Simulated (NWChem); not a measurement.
System: C$_{2}$H$_{2}$BrF; SMILES C=C(F)Br

NWChem printed, in part:

```
             Northwest Computational Chemistry Package (NWChem) 7.3.0
             --------------------------------------------------------

                             Geometry "geometry" -> ""
                             -------------------------

 Output coordinates in angstroms (scale by  1.889725989 to convert to a.u.)

  No.       Tag          Charge          X              Y              Z
 ---- ---------------- ---------- -------------- -------------- --------------
    1 C                    6.0000    -1.21056500     1.63351400     0.00000000
    2 C                    6.0000    -0.07786600     0.94242700     0.00000000
    3 F                    9.0000     1.11155100     1.51102100     0.00000000
    4 Br                  35.0000     0.03044600    -0.93133800     0.00000000
    5 H                    1.0000    -2.17405600     1.12765700     0.00000000
    6 H                    1.0000    -1.16519800     2.72432200     0.00000000

 Effective nuclear repulsion energy (a.u.)     232.3172849777

                                 NWChem DFT Module
                                 -----------------

 Summary of "ao basis" -> "ao basis" (spherical)
 ------------------------------------------------------------------------------
       Tag                 Description            Shells   Functions and Types
 ---------------- ------------------------------  ------  ---------------------
 C                           6-31g*                  6       14   3s2p1d
 F                           6-31g*                  6       14   3s2p1d
 Br                          6-31g*                 12       32   5s4p3d
 H                           6-31g*                  2        2   2s

 in cosmo_initialize ...

 solvent parameters
 solvname_short: unkn
 solvname_long:  unknown
 dielec:       37.5000

          ---------------
          -cosmo- solvent
          ---------------
 Cosmo: York-Karplus, doi: 10.1021/jp992097l
 dielectric constant -eps-     =  37.50
 screen = (eps-1)/(eps    )    =   0.97333
 surface charge correction     = lagrangian

   van der Waals surface
 --------------------------

 ---------- ATOMIC COORDINATES (A.U.) ------------ VDWR(ANG.) --
     1   -2.28763614    3.08689386    0.00000000     2.000
     2   -0.14714540    1.78092879    0.00000000     2.000
     3    2.10052681    2.85541565    0.00000000     1.720
     4    0.05753460   -1.75997362    0.00000000     2.160
     5   -4.10837012    2.13096274    0.00000000     1.300
     6   -2.20190494    5.14822208    0.00000000     1.300
 number of segments per atom =         32
 number of   points per atom =         32
 atom (   nspa,  nppa )
 ----------------------
    1 (     18,     0 )       0
    2 (     10,     0 )       0
    3 (     20,     0 )       0
    4 (     28,     0 )       0
    5 (     16,     0 )       0
    6 (     16,     0 )       0
 number of -cosmo- surface points =      108
 molecular surface =    108.913 angstrom**2
 molecular volume  =     89.075 angstrom**3
 G(cav/disp)       =      1.405 kcal/mol
 -lineq- algorithm             =   0
 -bem- low  level              =   2
 -bem- from -octahedral-
 gaussian surface charge width =   4.50000
 degree of switching           =   1.00000
 switching function tolerance  =   0.00010
 atomic radii =
 --------------
    1  6.000  2.000
    2  6.000  2.000
    3  9.000  1.720
    4 35.000  2.160
    5  1.000  1.300
    6  1.000  1.300
 ...... end of -cosmo- initialization ......

            General Information
            -------------------
          SCF calculation type: DFT
          Wavefunction type:  closed shell.
          No. of atoms     :     6
          No. of electrons :    58
           Alpha electrons :    29
            Beta electrons :    29
          Charge           :     0
          Spin multiplicity:     1
          Use of symmetry is: off; symmetry adaption is: off
          Maximum number of iterations: 150
          AO basis - number of functions:    78
                     number of shells:    34
          Convergence on energy requested:  1.00D-06
          Convergence on density requested:  1.00D-05
          Convergence on gradient requested:  5.00D-04

              XC Information
              --------------
                         PBE0 Method XC Functional
                     Hartree-Fock (Exact) Exchange  0.250
          PerdewBurkeErnzerhof Exchange Functional  0.750
            Perdew 1991 LDA Correlation Functional  1.000 local
           PerdewBurkeErnz. Correlation Functional  1.000 non-local

[...]

                                   COSMO solvation results
                                   -----------------------

                 gas phase energy =     -2750.576410550874
                 sol phase energy =     -2750.579277788538
 (electrostatic) solvation energy =         0.002867237664 (    1.80 kcal/mol)

                       DFT Final Molecular Orbital Analysis
                       ------------------------------------

 Vector   27  Occ=2.000000D+00  E=-3.512393D-01
              MO Center=  4.1D-02, -1.8D-01, -8.9D-08, r^2= 2.5D+00
   Bfn.  Coefficient  Atom+Function         Bfn.  Coefficient  Atom+Function
  ----- ------------  ---------------      ----- ------------  ---------------
    55      0.638894  4 Br pz                51     -0.287092  4 Br pz
    59      0.262896  4 Br pz                33     -0.257055  3 F  pz
    19      0.211236  2 C  pz                37     -0.197584  3 F  pz
     5      0.150190  1 C  pz                23      0.115119  2 C  pz
     9      0.097615  1 C  pz                47      0.086087  4 Br pz

 Vector   28  Occ=2.000000D+00  E=-3.235604D-01
              MO Center=  1.9D-02, -7.8D-01, -5.1D-08, r^2= 1.8D+00
   Bfn.  Coefficient  Atom+Function         Bfn.  Coefficient  Atom+Function
  ----- ------------  ---------------      ----- ------------  ---------------
    53      0.778302  4 Br px                49     -0.347155  4 Br px
    57      0.327593  4 Br px                32      0.119458  3 F  py
    45      0.104007  4 Br px                36      0.088364  3 F  py
     4     -0.085941  1 C  py                 6      0.077754  1 C  s
    78     -0.057493  6 H  s                 77     -0.054470  6 H  s

 Vector   29  Occ=2.000000D+00  E=-2.700940D-01
              MO Center= -4.7D-01,  7.3D-01, -3.1D-08, r^2= 2.8D+00
   Bfn.  Coefficient  Atom+Function         Bfn.  Coefficient  Atom+Function
  ----- ------------  ---------------      ----- ------------  ---------------
    55      0.446531  4 Br pz                 5     -0.381419  1 C  pz
    19     -0.312134  2 C  pz                 9     -0.304844  1 C  pz
    59      0.214553  4 Br pz                51     -0.196298  4 Br pz
    33      0.193938  3 F  pz                23     -0.176316  2 C  pz
    37      0.156959  3 F  pz                47      0.058709  4 Br pz

 Vector   30  Occ=0.000000D+00  E= 4.691514D-03
              MO Center= -5.2D-02, -4.0D-01,  1.2D-07, r^2= 3.0D+00
   Bfn.  Coefficient  Atom+Function         Bfn.  Coefficient  Atom+Function
  ----- ------------  ---------------      ----- ------------  ---------------
    20      1.085593  2 C  s                 58     -0.833662  4 Br py
    54     -0.486400  4 Br py                22     -0.466188  2 C  py
    56     -0.464452  4 Br s                 18     -0.421442  2 C  py
    52      0.265477  4 Br s                 78      0.243608  6 H  s
    50      0.206812  4 Br py                16      0.181665  2 C  s

 Vector   31  Occ=0.000000D+00  E= 1.086970D-02
              MO Center= -5.9D-01,  1.2D+00, -1.3D-07, r^2= 2.3D+00
   Bfn.  Coefficient  Atom+Function         Bfn.  Coefficient  Atom+Function
  ----- ------------  ---------------      ----- ------------  ---------------
     9      0.612562  1 C  pz                23     -0.598655  2 C  pz
    19     -0.492550  2 C  pz                 5      0.393459  1 C  pz
    37      0.189691  3 F  pz                33      0.182798  3 F  pz
    59      0.174576  4 Br pz                55      0.145432  4 Br pz
    71     -0.091086  4 Br d -1              51     -0.062561  4 Br pz

 Vector   32  Occ=0.000000D+00  E= 1.275988D-01
              MO Center= -5.5D-01,  1.1D+00,  1.7D-08, r^2= 3.5D+00
   Bfn.  Coefficient  Atom+Function         Bfn.  Coefficient  Atom+Function
  ----- ------------  ---------------      ----- ------------  ---------------
    76      0.947557  5 H  s                 78     -0.717110  6 H  s
    21      0.690110  2 C  px                34     -0.621790  3 F  s
    20      0.526347  2 C  s                  8      0.473851  1 C  py
     7      0.407251  1 C  px                35      0.368709  3 F  px
    17      0.304764  2 C  px                31      0.279276  3 F  px

     Multipole analysis of the density
     ---------------------------------

     L   x y z        total         alpha         beta         nuclear
     -   - - -        -----         -----         ----         -------
     0   0 0 0     -0.000000    -29.000000    -29.000000     58.000000

     1   1 0 0     -0.554119     -0.276803     -0.276803     -0.000512
     1   0 1 0      0.302461     -0.141662     -0.141662      0.585785
     1   0 0 1      0.000000      0.000000      0.000000      0.000000

     2   2 0 0    -24.816776    -58.949613    -58.949613     93.082450
     2   1 1 0     -1.689501      5.953418      5.953418    -13.596336
     2   1 0 1      0.000000      0.000000      0.000000      0.000000
     2   0 2 0    -23.178257   -156.110257   -156.110257    289.042257
     2   0 1 1     -0.000001     -0.000000     -0.000000      0.000000
     2   0 0 2    -26.828221    -13.414110    -13.414110      0.000000
```

Level: PBE0/6-31G* (spherical d), COSMO on the gas-phase geometry. Coordinates come from a PBE0/def2-SVP optimisation. COSMO prints the solvation energy as gas minus solution, so a positive value is a stabilisation.

Q: Reconstruct the input file.

A: This is not unique; one that fits is the input that was run:
```
start job
memory heap 200 mb stack 900 mb global 1100 mb
geometry units angstroms noautosym nocenter noautoz
  C     -1.210565     1.633514     0.000000
  C     -0.077866     0.942427     0.000000
  F      1.111551     1.511021     0.000000
  Br     0.030446    -0.931338     0.000000
  H     -2.174056     1.127657     0.000000
  H     -1.165198     2.724322     0.000000
end
basis spherical
  C library 6-31g*
  F library 6-31g*
  Br library 6-31g*
  H library 6-31g*
end
dft
  xc pbe0
  iterations 150
end
cosmo
  dielec 37.5
end
task dft energy
```
